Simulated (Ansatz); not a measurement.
The cluster OsO₃. The state is a triplet with charge 0. Geometry PBE-D4/def2-TZVPD, that of the charge -1 doublet; atoms count from 1.

```xyz
4

Os   -0.059   -0.008    0.059
O    -1.172   -1.320   -0.198
O     1.189    0.154   -1.193
O     0.042    1.174    1.332
```

In the def2 sets Os takes a core potential; there is no spin–orbit coupling. At PBE0-D4/def2-TZVPD a singlet of charge 0 lies 0.92 eV below the triplet at the same geometry. The structure comes from a short search, and lower isomers may exist.

Q: Estimate the Mulliken populations from the PBE0/def2-TZVPD orbitals of Ansatz.

A: 
```
atom  charge (e)  spin (α − β)  d electrons
 Os1        1.34          1.59         5.44
  O2       -0.44         -0.06            –
  O3       -0.47          0.51            –
  O4       -0.44         -0.04            –
```
Mulliken values depend strongly on the basis. With diffuse functions, as here, like atoms can get unlike values, and bond orders can come out too low or too high.

Q: Where does the spin sit?

A: Summed by element: Os 1.59, O 0.41, of 2 unpaired in all. Largest on single atoms: Os1 1.59, O3 0.51, O2 -0.06.

Q: And the Mayer bond orders between heavy atoms (over 0.3)?

A: Os1–O2 1.73 (1.74 Å); Os1–O3 1.67 (1.78 Å); Os1–O4 1.73 (1.74 Å).
